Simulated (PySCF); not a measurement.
Question: Write Cartesian coordinates for InChI=1S/C5H11FO/c1-5(7-2)3-4-6/h5H,3-4H2,1-2H3/t5-/m1/s1 as optimised with PBE0-D3(BJ)/def2-SVP.

Answer: 
```
atom  x, y, z in Å
C1    -1.9725    0.8630   -0.4431
O2    -0.8809    0.5654    0.3711
C3    -0.0041   -0.4148   -0.1387
C4    -0.5316   -1.8206    0.0999
C5     1.3441   -0.1875    0.5273
C6     1.9094    1.1832    0.2471
F7     2.1001    1.3487   -1.1081
H8    -2.6501   -0.0004   -0.5868
H9    -2.5440    1.6648    0.0456
H10   -1.6543    1.2174   -1.4432
H11    0.1261   -0.2514   -1.2278
H12    0.1549   -2.5721   -0.3182
H13   -1.5139   -1.9684   -0.3725
H14   -0.6385   -2.0077    1.1797
H15    1.2287   -0.3041    1.6186
H16    2.0542   -0.9590    0.1881
H17    2.8803    1.3225    0.7521
H18    1.2073    1.9581    0.5938
```

Any rigid rotation of these coordinates is as good. Atoms count from 1 in this order. Of the pairs four or more bonds apart, O2···H18 is among the closest relative to their van der Waals radii: 2.52 Å, 93 % of the sum of Bondi's values.

Bonds between heavy atoms (Å): C1–O2 1.394, O2–C3 1.411, C3–C4 1.520, C3–C5 1.521, C5–C6 1.509, C6–F7 1.379.

Method used: PBE0-D3(BJ)/def2-SVP geometry optimisation, gas phase in PySCF 2.14.0.

Point group: C1 (no symmetry element, even within 0.4 Å). No PBE0-D3(BJ)/def2-SVP frequencies stand behind this structure, so it isn't proved a minimum. One conformer, not necessarily the lowest (C1–O2–C3–C4 -80°, O2–C3–C5–C6 -60°, C3–C5–C6–F7 -61°).

The run took 98 s of wall time on x86-64 server, one thread, shared host. This is the geometry optimisation.
